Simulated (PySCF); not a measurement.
C2Si, SMILES [Si][C][C] (connectivity only; charge and spin as stated), neutral, multiplicity 1.

The structure is a stationary point at PBE0-D3(BJ)/def2-TZVP. A frequency run showed that this geometry is not a minimum.

Two levels are set side by side: PBE/def2-TZVPD (PySCF) and B3LYP/def2-TZVPD (PySCF). Same geometry, gas phase. Differences are taken from unrounded values.

```
quantity                     B3LYP    PBE  PBE minus B3LYP
---------------------------  -----  -----  ---------------
orbital gap (eV)              3.91   2.01            -1.91
highest occupied level (eV)  -7.64  -6.38             1.25
lowest empty level (eV)      -3.72  -4.38            -0.66
dipole moment (D)             4.58   4.39            -0.19
mean polarisability (bohr³)   54.7   55.4              0.7
```

PBE's occupied levels lie high since its potential decays too fast outside the molecule; exact exchange lowers them and widens the gap. Differences between two approximate levels are no errors against the true value.

Rough cost on one machine, each run with all the roots and properties that it gave: B3LYP against PBE within a factor of 2.
